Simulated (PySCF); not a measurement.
# Structure elucidation problem

Molecular formula: C4H4F2O2Si. Simulated spectra:

1H NMR (400 MHz, computed): δ 8.09 (m, 1H), 5.24 (m, 1H), 5.12 (m, 2H).

13C{1H} NMR (computed): δ 178.3 (C), 173.8 (CH), 136.3 (C), 76.9 (CH2).

- GIAO PBE0/pcSseg-1 shieldings
- geometry: GFN2-xTB
- run in PySCF
- isolated molecule, averaged over atoms made equivalent by symmetry, fast rotation or ring inversion, one conformer, non-relativistic Hamiltonian

Shifts are taken against calculated references (same method and geometry level): 1H (σref 31.72), 13C (σref 186.93) vs TMS.

**Question.** Propose a structure and justify it.

**Answer.** 
- Rings plus π bonds: 3 (1 ring in the answer).
- 4 carbon signals for 4 carbons: no two carbons are equivalent.
- Carbon types of the structure: 2 × C, 1 × CH, 1 × CH2, leaving 1 H on heteroatoms.
- δC 178.3: ester carbonyl carbon; it is a carbonyl in resonance with an O or N lone pair, the region of acids, esters and amides.
- δC 173.8: β carbon of a C=C–C=O unit; conjugation with the carbonyl draws π density from the β position.
- δC 136.3: α carbon of a C=C–C=O unit; as expected for a trigonal carbon in a double bond.
- δC 76.9: allylic sp3 CH2 bonded to O; the inductive effect lowers its shielding.
- δH 8.09: hydrogen on a β carbon of a C=C–C=O unit.
- δH 5.24: hydrogen on a silicon bonded to C, 2 F.
- δH 5.12: hydrogen on an allylic sp3 CH2 bonded to O; its carbon carries O, which withdraws density.

Structure: `F[SiH](C1=CCOC1=O)F`.

The shifts were computed for this structure.

Splittings by 19F in the carbon and heteronuclear signals aren't shown, as no couplings were computed. Shifts are as computed. Against solution values, carbons near 30 ppm lie about +3 ppm off and those near 130 ppm about +5 ppm. Of 1211 compounds with measured shifts, 218 miss one by over three times the rms of a fit or turn the order of signals round; such compounds aren't used in these exercises. No couplings were computed; multiplicities are counted from neighbouring protons, with m where these are inequivalent, close in shift, in a saturated or five-membered ring or joined by F or P, and br s for small geminal =CH2 splittings.
